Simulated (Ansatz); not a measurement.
Job for Ansatz (an electronic-structure program): SC-NEVPT2 on CASSCF(2,2)/def2-TZVPP on H2OPb (SMILES [OH][PbH]), a point of a bond scan (R = 5.073 Å). Elements past Kr take the def2 small-core potentials; no spin–orbit coupling.

Ansatz 0.2 input:
```yaml
crystal:
  periodic: [false, false, false]
  atoms:
    - {symbol: Pb, position_ang: [-0.12011852, -0.10155163, 0.14050756]}
    - {symbol: H, position_ang: [-3.80909175, 0.23028342, -3.32548098]}
    - {symbol: O, position_ang: [1.29889476, 0.89352213, -1.05799410]}
    - {symbol: H, position_ang: [0.94496580, 1.15770660, -1.91447494]}
basis:
  gaussian:
    orbitals: def2-TZVPP
    pivot_positions_ang: [[-0.12011852, -0.10155163, 0.14050756], [-3.80909175, 0.23028342, -3.32548098], [1.29889476, 0.89352213, -1.05799410], [0.94496580, 1.15770660, -1.91447494]]
magnetization: {spin_polarized: false}
correlation: {method: sc_nevpt2, electrons: outside_noble_gas, active_space: {window: {electrons: 2, orbitals: 2}}}
output: {orbitals: {seedname: ./end}}
```

Q: Give the final energy of this run.

A: -268.1307 hartree.
